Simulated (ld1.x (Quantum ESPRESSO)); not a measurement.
## Before and after: TM potential for Bi

ld1.x (Quantum ESPRESSO) 7.5 input, shortened:

```
&input
   title='Bi', zed=83., rel=1, dft='PBESOL', iswitch=3,
   config='[Xe] 4f14 5d10 6s1.5 6p3.5'
 /
 &inputp
   pseudotype=2, tm=.true., lloc=0,
   nlcc=.true.
 /
3
6P  2  1   3.50   0.00  2.30  2.30  0.0
5D  3  2  10.00   0.00  1.15  1.15  0.0
6S  1  0   1.50   0.00  1.95  1.95  0.0
 &test
   configts(1)='5d10 6s1.5 6p3.5'
 /
```

All-electron outer shells of the reference configuration (PBEsol, scalar-relativistic, ld1.x):

```
shell  level (eV)  outermost node (bohr)  outermost maximum (bohr)
   4f     -153.53                      –                      0.34
   5p      -96.71                   0.48                      0.86
   5d      -27.88                   0.51                      1.03
   6s      -15.06                   0.98                      1.86
   6p       -4.94                   1.14                      2.44
```

Change: local potential all-electron potential smoothed inside 1.30 bohr (lloc = -1).

Cutoffs: the cutoffs (Ry, on a coarse ladder) from which the occupation-weighted sum of valence levels, in a spherical-Bessel basis at the reference potential, stays within 10 and 1 mRy of its value at 400 Ry; they do not see the model core or the augmentation charge, which bear on the density cutoff. Errors are all-electron minus pseudo energies relative to the spin-unpolarised reference configuration.

What does the change do?

The potential gets neither clearly harder nor softer (90 Ry and 120 Ry → 90 Ry and 120 Ry); a bound ghost appears in p, s, which as a rule spoils a file; of the 7 tests that both files solve, the error grows in 0 and shrinks in 3 by more than 15 % and 0.3 meV (median size 15.1 → 14.7 meV); the range in which the d phases agree widens (upper end 0.6 → at the end of the scan). In the separable form a ghost depends on how the local part lies against the semilocal potential of the channel, so the choice of the local part can create or remove one.

| quantity | base | changed |
| --- | --- | --- |
| cutoff, loose | 90 Ry | 90 Ry |
| cutoff, tight | 120 Ry | 120 Ry |
| loose cutoff by channel (10 mRy a level) | p 10 Ry, d 50 Ry, s 21 Ry | s 18 Ry, p 6 Ry, d 45 Ry |
| bound ghosts | none | s, p |
| error for 5d10 6s2 6p3, meV [ΔE -5.01 eV] | -0.2 | +0.1 |
| error for 5d10 6s2 6p2, meV [ΔE 2.94 eV] | -5.4 | -5.2 |
| error for 5d10 6s2 6p1, meV [ΔE 18.23 eV] | -15 | -15 |
| error for 5d9 6s2 6p3, meV [ΔE 28.30 eV] | -179 | -117 |
| error for 5d10 6s1 6p0, meV [ΔE 87.06 eV] | -61 | -51 |
| error for 5d9 6s2 6p4, meV [ΔE 19.15 eV] | -222 | -161 |
| error for 5d10 6s2 6p3.3, meV [ΔE -6.11 eV] | +1.2 | +1.4 |
| s: phases at 2.49 bohr within 0.05 rad from the reference energy up to (Ry; the scan ends near 5) | 2.7 | 1.8 |
| p: phases at 2.49 bohr within 0.05 rad from the reference energy up to (Ry; the scan ends near 5) | 3.7 | 3.3 |
| d: phases at 2.49 bohr within 0.05 rad from the reference energy up to (Ry; the scan ends near 5) | 0.6 | to the end of the scan |

 A true bound ghost makes a file unfit for plane-wave use even where its test errors are small: the radial tests pick states by their node count and pass the ghost by.
